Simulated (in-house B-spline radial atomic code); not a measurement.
A fraction x of an electron is removed from 5p in Ba⁺, starting from [Xe] 6s1 and keeping the highest spin. All numbers are computed (scalar-relativistic (X2C) r2SCAN0, spin-polarised, spherical fractional occupations; Fermi nucleus of rms radius 4.8378 fm) with a B-spline radial code for spherical atoms, not measured.

Caution: exact exchange at fractional occupations of open shells leaves self-interaction of up to several eV.

```json
{"x": "0", "E(x) - E(0) (eV)": "0.0000", "5p down level (eV)": "-26.307"}
{"x": "0.14", "E(x) - E(0) (eV)": "3.7668", "5p down level (eV)": "-27.506"}
{"x": "0.35", "E(x) - E(0) (eV)": "?", "5p down level (eV)": "?"}
{"x": "0.39", "E(x) - E(0) (eV)": "10.9141", "5p down level (eV)": "-29.679"}
{"x": "0.5", "E(x) - E(0) (eV)": "?", "5p down level (eV)": "?"}
{"x": "0.6", "E(x) - E(0) (eV)": "17.3408", "5p down level (eV)": "-31.532"}
{"x": "0.7", "E(x) - E(0) (eV)": "20.5385", "5p down level (eV)": "-32.423"}
{"x": "0.81", "E(x) - E(0) (eV)": "24.1591", "5p down level (eV)": "-33.408"}
{"x": "0.99", "E(x) - E(0) (eV)": "30.3185", "5p down level (eV)": "-35.032"}
{"x": "1", "E(x) - E(0) (eV)": "30.6693", "5p down level (eV)": "-35.123"}
```

What belongs in the row x = 0.35?

An energy change of 9.7339 eV; 5p down at -29.329 eV.

What belongs in the row x = 0.5?

An energy change of 14.2319 eV; 5p down at -30.647 eV.

Check Janak's theorem between x = 0.6 and 0.7.

The slope of the energy is 31.98 eV; the orbital levels give 31.98 eV (-ε of the emptying orbital, averaged over the two points).
